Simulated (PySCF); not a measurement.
## Checking a proposed structure

A compound C$_{5}$H$_{15}$OPSi gives the data below (simulated from a calculation) and was assigned the structure `CCC(C)(C)O[SiH2]P`.

¹³C{¹H} NMR (computed): δ 54.2 (CH3), 27.1 (CH3, 3C), 22.8 (C).

¹H NMR (400 MHz, computed): δ 5.56 (m, 1H), 3.69 (s, 3H), 0.96 (s, 9H), 0.93 (m, 2H).

[PySCF: shielding tensors at PBE0/pcSseg-1 (GIAO); geometry from GFN2-xTB; gas phase; rapidly exchanging positions averaged; relativity neglected; a single conformation]

Referencing at the same level of theory: TMS for ¹H (σ = 31.72 ppm) and ¹³C (σ = 186.93 ppm).

(1) Compare with the shifts computed for the proposed structure, pairing carbons in order of shift.

(2) Which isomer fits?

Results:

(1) Mapped SMILES: `[CH3:1][CH2:2][C:3]([CH3:4])([CH3:5])[O:6][SiH2:7][PH2:8]`. Each H is labelled by its parent atom.

```
atom  computed for proposal  given list  difference
  C3                   75.0        54.2       +20.8
  C2                   40.9        27.1       +13.8
  C4                   30.2        27.1        +3.1
  C5                   30.2        27.1        +3.1
  C1                    9.7        22.8       -13.1
```

The rms difference is 12.8 ppm and the largest +20.8 ppm at C3 (fully substituted sp3 carbon bonded to O). The proposal also would give 4 carbon signals, not 3. The carbon types in order of shift don't match either: C, CH2, CH3, CH3, CH3 for the proposal against CH3, CH3, CH3, CH3, C in the data. The proposal doesn't fit.

(2) `CO[Si@H](P)C(C)(C)C`.

1. δC 54.2: methyl carbon bonded to O; deshielded by the electronegative neighbour.
2. δC 27.1: methyl carbon; aliphatic region, no heteroatom directly attached.
3. δH 3.69: hydrogen on a methyl carbon bonded to O; its carbon carries O, an electronegative neighbour.
4. δH 0.93: hydrogen on a phosphorus bonded to Si.

The data come from this structure; uniqueness wasn't tested.

Splittings by ³¹P in the carbon and heteronuclear signals aren't shown, as no couplings were computed. Shifts are as computed. Against solution values, carbons near 30 ppm lie about +3 ppm off and those near 130 ppm about +5 ppm. Of 1211 compounds with measured shifts, 218 miss one by over three times the rms of a fit or turn the order of signals round; such compounds aren't used in these exercises. No couplings were computed; multiplicities are counted from neighbouring protons, with m where these are inequivalent, close in shift, in a saturated or five-membered ring or joined by F or P, and br s for small geminal =CH2 splittings.
